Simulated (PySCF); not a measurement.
PySCF job for ClH9O3Si4, SMILES [SiH3]O[Si](Cl)(O[SiH3])O[SiH3], SMD-PBE0/def2-SVP. The structure is a stationary point at PBE0-D3(BJ)/def2-SVP. Other conformers were not sampled.

```python
import numpy as np
from pyscf import gto, scf, dft
from pyscf.solvent import smd

mol = gto.M(
    atom='''
    Si    0.27225254    3.11726232   -0.49116147
    O    -0.45484797    1.61406755   -0.49008523
    Si   -0.11265441    0.07747578   -0.08182698
    Cl    0.31979437   -1.00219809   -1.78289537
    O    -1.39037943   -0.61940506    0.64509812
    Si   -2.62775409   -1.70632205    0.37407554
    O     1.19496322    0.06493757    0.89364463
    Si    2.40036431   -0.94288747    1.45666554
    H     0.36914116    3.63603723    0.90315696
    H    -0.57712993    4.02268308   -1.31120840
    H     1.63795652    3.02445898   -1.08500334
    H    -3.33294718   -1.37715794   -0.89784182
    H    -2.07544691   -3.08926884    0.29734165
    H    -3.56941090   -1.60086359    1.52123732
    H     2.88797068   -0.38508387    2.74714732
    H     3.51553337   -0.99013004    0.46918947
    H     1.85902571   -2.31750774    1.66740475
    ''',
    basis='def2-SVP',
    charge=0,
    spin=0,
    max_memory=1600,
    verbose=3,
)
mf = dft.RKS(mol, xc='pbe0').density_fit(auxbasis='def2-universal-jkfit')
mf.grids.level = 3
mf.conv_tol = 1e-9
mf.max_cycle = 100
mf.kernel()
res = {}
for name in ['water', 'dimethylsulfoxide', 'N,N-dimethylformamide']:
    s = mf.SMD()
    s.with_solvent.solvent, s.with_solvent.sasa_ng = name, 194
    s.kernel(mf.make_rdm1())
    res[name] = (s.e_tot, s.with_solvent.get_cds(), s.dip_moment(), s.mo_energy, s.converged)
    print(f'SMD {name}: dG(solv) = {(s.e_tot - mf.e_tot) * 627.509474:.3f} kcal/mol, of which CDS {res[name][1] * 627.509474:.3f}')
```

Program output:

```
converged SCF energy = -1847.97767303616
converged SCF energy = -1847.97259731876
Dipole moment(X, Y, Z, Debye):  0.38223, -0.06965,  0.85710
SMD water: dG(solv) = 3.185 kcal/mol, of which CDS 5.215
converged SCF energy = -1847.97914758232
Dipole moment(X, Y, Z, Debye):  0.32961, -0.01339,  0.90116
SMD dimethylsulfoxide: dG(solv) = -0.925 kcal/mol, of which CDS 0.405
converged SCF energy = -1847.98055546471
Dipole moment(X, Y, Z, Debye):  0.32891, -0.01294,  0.89978
SMD N,N-dimethylformamide: dG(solv) = -1.809 kcal/mol, of which CDS -0.490
```

The run converged.
